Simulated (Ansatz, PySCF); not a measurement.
This Ansatz (a quantum-chemistry and plane-wave program) input computes a B3LYP/def2-TZVPD energy:

Ansatz 0.2 input:
```yaml
crystal:
  periodic: [false, false, false]
  atoms:
    - {symbol: C, position_ang: [0.05719976, -0.03873735, 0.58722222]}
    - {symbol: Br, position_ang: [0.89197257, 1.36575570, -0.04781967]}
    - {symbol: Br, position_ang: [-0.90177825, -1.35911502, -0.05284699]}
basis:
  gaussian:
    orbitals: def2-TZVPD
hamiltonian:
  xc: {name: B3LYP}
total_charge: 1
magnetization: {spin_polarized: true, initial_magnetization: 1}
output: {forces: true}
```

Problem. Write an input for the same energy in PySCF and say what it gives.

Solution. 
```python
from pyscf import gto, scf, dft

mol = gto.M(
    atom='''
    C     0.05719976   -0.03873735    0.58722222
    Br    0.89197257    1.36575570   -0.04781967
    Br   -0.90177825   -1.35911502   -0.05284699
    ''',
    basis='def2-tzvpd',
    charge=1,
    spin=1,
    verbose=4,
)

mf = dft.UKS(mol, xc='b3lyp').density_fit(auxbasis='def2-universal-jkfit')
mf.grids.level = 3
mf.conv_tol = 1e-9
mf.max_cycle = 100
mf.max_memory = 1500
mf.kernel()
if not mf.converged:
    mf = mf.newton()
    mf.kernel(mf.make_rdm1())
for _ in range(2):
    mo, _, stable, _ = mf.stability(return_status=True)
    if stable:
        break
    mf.kernel(mf.make_rdm1(mo, mf.mo_occ))
mf.analyze()
```
It gives -5186.05386 Eh, and Ansatz -5186.05381 Eh, a difference of 0.05 mEh, from the treatment of integrals and grids.
